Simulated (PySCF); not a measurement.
Dy⁴²⁺: ionisation energy

Dy⁴²⁺ [Ar] 3d6 (5D) → Dy⁴³⁺ [Ar] 3d5 (6S), as a difference of total energies. Computed with PySCF 2.14 in an even-tempered Gaussian basis (16 s from 8.4 bohr⁻², ratio 2.5; 11 p from 11 bohr⁻², ratio 2.5; 7 d from 11 bohr⁻², ratio 2.5; 4 f from 43 bohr⁻², ratio 2.7; 3 g from 64 bohr⁻², ratio 2.7), with the non-relativistic Hamiltonian (point nucleus). Correlated levels: outer shells: [Ne] frozen; virtual orbitals above 40 to 60 times the deepest correlated orbital energy dropped. The calculations carry no spin-orbit coupling.

```csv
method,ionisation energy (eV)
UHF,3328.5
LDA,3330.6
PBE,3331.6
PBE0,3331.4
r2SCAN,3331.9
BLYP,3331.9
B3LYP,3331.8
MP2 (outer shells),3329.7
SCS-MP2 (outer shells),3329.9
```

Spin-orbit coupling is strong in these open shells (close to jj coupling). The scalar numbers leave it out and a first-order estimate fails, so it can dominate the gap to the real levels.

All relativistic terms are absent from these numbers, so their closeness to the reference says little about the methods.

For comparison: 3331 ± 4 eV (theoretical estimate listed by NIST; NIST Atomic Spectra Database, ionization energies).
